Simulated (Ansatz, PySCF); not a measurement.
C₃H₇ClSi, SMILES Cl[SiH2]C1CC1. Atoms are numbered in the order given.

```xyz
12

Cl     2.0527     0.5269    -0.1970
Si     0.4662    -0.7287     0.2710
C     -1.0943     0.2456     0.4799
C     -2.4196    -0.4089     0.1535
C     -1.8885     0.6661    -0.7322
H      0.2870    -1.6858    -0.8602
H      0.8381    -1.4649     1.5125
H     -1.1045     0.9467     1.3220
H     -3.2665    -0.1790     0.8054
H     -2.4175    -1.4371    -0.2225
H     -2.3664     1.6487    -0.7024
H     -1.5154     0.3854    -1.7223
```

Geometry optimised at PBE0-D3(BJ)/def2-SVP. The structure was generated by enumeration, and PubChem lists no compound with its InChIKey, so it may never have been made. One conformer was computed; it need not be the lowest.

Two levels are set side by side: PBE-D3(BJ)/def2-SVP (Ansatz, a quantum-chemistry and plane-wave program) and PBE0-D3(BJ)/def2-SVP (Ansatz). Each level has its own optimised geometry; the coordinates shown are those of the second. Frequencies come from the Hessian of PySCF at each geometry. Differences are taken from unrounded values.

| quantity | PBE0-D3(BJ) |
|---|---|
| mean bond length (Å) | 1.408 |
| bond Cl1–Si2 (Å) | 2.077 |
| bond Si2–C3 (Å) | 1.852 |
| bond C3–C4 (Å) | 1.514 |
| bond C3–C5 (Å) | 1.509 |
| bond C4–C5 (Å) | 1.491 |
| bond Si2–H6 (Å) | 1.493 |
| bond Si2–H7 (Å) | 1.490 |
| bond C3–H8 (Å) | 1.096 |
| bond C4–H9 (Å) | 1.093 |
| bond C4–H10 (Å) | 1.095 |
| bond C5–H11 (Å) | 1.093 |
| bond C5–H12 (Å) | 1.095 |
| highest harmonic wavenumber (cm⁻¹) | 3247 |
| mean harmonic wavenumber (cm⁻¹) | 1331 |
| zero-point energy (kcal/mol) | 57.09 |

Problem. What does PBE-D3(BJ) give, and how far is it from PBE0-D3(BJ)? (Estimate from the structure and the level; the computed values follow.)

Solution. 
```json
[
 {"quantity": "mean bond length (Å)", "PBE-D3(BJ)": "1.418", "PBE-D3(BJ) minus PBE0-D3(BJ)": "0.010"},
 {"quantity": "bond Cl1–Si2 (Å)", "PBE-D3(BJ)": "2.091", "PBE-D3(BJ) minus PBE0-D3(BJ)": "0.014"},
 {"quantity": "bond Si2–C3 (Å)", "PBE-D3(BJ)": "1.862", "PBE-D3(BJ) minus PBE0-D3(BJ)": "0.011"},
 {"quantity": "bond C3–C4 (Å)", "PBE-D3(BJ)": "1.526", "PBE-D3(BJ) minus PBE0-D3(BJ)": "0.012"},
 {"quantity": "bond C3–C5 (Å)", "PBE-D3(BJ)": "1.520", "PBE-D3(BJ) minus PBE0-D3(BJ)": "0.011"},
 {"quantity": "bond C4–C5 (Å)", "PBE-D3(BJ)": "1.502", "PBE-D3(BJ) minus PBE0-D3(BJ)": "0.011"},
 {"quantity": "bond Si2–H6 (Å)", "PBE-D3(BJ)": "1.504", "PBE-D3(BJ) minus PBE0-D3(BJ)": "0.012"},
 {"quantity": "bond Si2–H7 (Å)", "PBE-D3(BJ)": "1.502", "PBE-D3(BJ) minus PBE0-D3(BJ)": "0.012"},
 {"quantity": "bond C3–H8 (Å)", "PBE-D3(BJ)": "1.104", "PBE-D3(BJ) minus PBE0-D3(BJ)": "0.008"},
 {"quantity": "bond C4–H9 (Å)", "PBE-D3(BJ)": "1.101", "PBE-D3(BJ) minus PBE0-D3(BJ)": "0.008"},
 {"quantity": "bond C4–H10 (Å)", "PBE-D3(BJ)": "1.103", "PBE-D3(BJ) minus PBE0-D3(BJ)": "0.008"},
 {"quantity": "bond C5–H11 (Å)", "PBE-D3(BJ)": "1.101", "PBE-D3(BJ) minus PBE0-D3(BJ)": "0.008"},
 {"quantity": "bond C5–H12 (Å)", "PBE-D3(BJ)": "1.103", "PBE-D3(BJ) minus PBE0-D3(BJ)": "0.008"},
 {"quantity": "highest harmonic wavenumber (cm⁻¹)", "PBE-D3(BJ)": "3154", "PBE-D3(BJ) minus PBE0-D3(BJ)": "-92"},
 {"quantity": "mean harmonic wavenumber (cm⁻¹)", "PBE-D3(BJ)": "1286", "PBE-D3(BJ) minus PBE0-D3(BJ)": "-45"},
 {"quantity": "zero-point energy (kcal/mol)", "PBE-D3(BJ)": "55.17", "PBE-D3(BJ) minus PBE0-D3(BJ)": "-1.92"}
]
```

GGA bonds tend to be longer and softer than those of functionals with exact exchange. Differences between two approximate levels are no errors against the true value.
